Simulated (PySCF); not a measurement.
Sb(Cl)(SiH3)2 (ClH6SbSi2), SMILES [SiH3][Sb]([SiH3])[Cl].

The structure is a stationary point at B3LYP-D3(BJ)/def2-SVP. The structure was generated by enumeration; whether it is a known compound was not checked. The def2 effective core potentials stand for the cores of Sb; spin–orbit coupling is left out.

Level of theory: PBE/def2-TZVP in PySCF.

Symmetry labels are those of the subgroup Cs that the program uses (full group Cs).

Question: List the valence orbital energies around the gap with their symmetry. (Estimate from the structure and the level; the computed values follow.)

Answer: 
```csv
orbital,symmetry,energy (eV)
HOMO−7,A',-9.03
HOMO−6,A",-8.81
HOMO−5,A",-8.60
HOMO−4,A',-8.49
HOMO−3,A",-7.88
HOMO−2,A',-7.72
HOMO−1,A",-6.64
HOMO,A',-6.22
LUMO,A',-2.92
LUMO+1,A",-1.59
LUMO+2,A',-1.35
LUMO+3,A',-0.69
```
